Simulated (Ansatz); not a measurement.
Two isomers of CH6BNSi: A = `B1CN[SiH2]1`, B = `[SiH3]C1BN1`.

Calculated with Ansatz (gas phase, PBE0-D4/def2-TZVP geometries, no zero-point term in ΔE). CCSD(T)/CBS is the MP2 limit (def2-TZVPP, def2-QZVPP) plus CCSD(T) − MP2 in def2-TZVPP, frozen cores. DFT in def2-TZVPP. B3LYP here is the variant with VWN-RPA as its local correlation; programs differ in this.

Task: Which isomer does CCSD(T)/CBS put lower? Give the gap. (An estimate is asked.)

Result: Computed: B, by 15.3 kJ/mol.

Task: Give E(B) − E(A) in kJ/mol with PBE0-D4, B2PLYP, B3LYP, ωB97M-V, MP2/def2-TZVPP, r2SCAN-D4, CCSD(T)/def2-SVP. (An estimate is asked.)

Result: Ansatz gave: PBE0-D4 -15.5, B2PLYP -22.3, B3LYP -23.9, ωB97M-V -21.1, MP2/def2-TZVPP -22.5, r2SCAN-D4 -22.0, CCSD(T)/def2-SVP -39.6. None reverses the order clearly.

Task: Does the order hold for the free energy at 298.15 K (harmonic terms from PBE0-D4)? (An estimate is asked.)

Result: Ansatz gave: Yes: G(B) − G(A) = -24.2 kJ/mol.

Largest T1 diagnostic: 0.014.

From BLYP to BHLYP (50 % exact exchange), in def2-TZVPP and without D4, E(B) − E(A) moves by +16.4 kJ/mol. Leaving LDA and LC-ωPBE aside and taking each functional with its dispersion term where it has one, the values, not all of them listed here, spread over 15.1 kJ/mol, from BLYP-D4 to BHLYP-D4.
